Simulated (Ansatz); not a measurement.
Input file for CH$_{4}$FNOSi, SMILES `OC1(F)N[SiH2]1`:

```yaml
crystal:
  periodic: [false, false, false]
  atoms:
    - {symbol: O, position_ang: [1.078413, 1.460633, 0.268817]}
    - {symbol: C, position_ang: [0.609988, 0.234984, -0.085814]}
    - {symbol: F, position_ang: [1.559452, -0.429612, -0.840538]}
    - {symbol: N, position_ang: [-0.703221, 0.147068, -0.658260]}
    - {symbol: Si, position_ang: [-0.642674, -0.793755, 0.795602]}
    - {symbol: H, position_ang: [0.997473, 2.052319, -0.490903]}
    - {symbol: H, position_ang: [-0.806483, -0.105703, -1.631183]}
    - {symbol: H, position_ang: [-0.495751, -2.264254, 0.717402]}
    - {symbol: H, position_ang: [-1.508596, -0.347981, 1.907776]}
basis:
  gaussian: {orbitals: def2-TZVPP}
correlation: {method: ccsd_t}
output: {orbitals: {seedname: orbitals}}
```

```sh
$ ansatz run in.yaml --threads 2 --pin off --events-out ev --progress --plain --max-ram 4352MiB
```

The program prints (abridged):

```
Functional definition: HF
1364 factors; integrals over basis functions are off by at most 1.1e-3 eV
mean field evaluation 1: about -15178.3660 eV, gradient 4.5e1 eV
mean field evaluation 2: about -15178.6806 eV, gradient 4.5e1 eV
mean field evaluation 4: about -15182.8503 eV, gradient 3.8e0 eV
mean field evaluation 8: about -15182.9169 eV, gradient 3.4e-1 eV
mean field -15182.91726529 eV, -557.9619181483 hartree, gradient 2.0e-6 eV, S^2 0.000000; 0 other end points of the search recorded, 0 dependent functions left out
9 core orbitals not correlated: weight in the atoms' cores, before any rotation towards them, 1.000 or more for the frozen orbitals, at most 0.000 for the correlated occupied ones
reference -15182.91726529 eV, -557.9619181483 hartree; 15, 15 occupied and 198, 198 virtual orbitals, 1364 factors
second order -26.50199436 eV of doubles, -0.00000000 eV of singles
cycle   1  -26.37960995 eV  change    1.2e-1 eV  update   1.1e-1
cycle   2  -27.01111394 eV  change   -6.3e-1 eV  update   3.3e-2
cycle   3  -27.15284128 eV  change   -1.4e-1 eV  update   1.7e-2
cycle   4  -27.13430529 eV  change    1.9e-2 eV  update   4.4e-3
cycle   5  -27.13183488 eV  change    2.5e-3 eV  update   2.3e-3
cycle   6  -27.13340374 eV  change   -1.6e-3 eV  update   8.0e-4
cycle   7  -27.13299288 eV  change    4.1e-4 eV  update   3.3e-4
cycle   8  -27.13278654 eV  change    2.1e-4 eV  update   1.2e-4
cycle   9  -27.13284133 eV  change   -5.5e-5 eV  update   5.3e-5
cycle  10  -27.13286606 eV  change   -2.5e-5 eV  update   1.9e-5
perturbative correction -1.05590529 eV, -0.0388038038 hartree
Total energy: -15211.10603663 eV, -558.9978363883 hartree
```

It took 2.7 min on 2 threads of an Arm Neoverse V1 on a shared host, with 3.7 GiB of host memory at the peak.

MP2 recovers 94.0 % of the CCSD(T) correlation energy and the triples give 3.7 %; T1 = 0.0132.
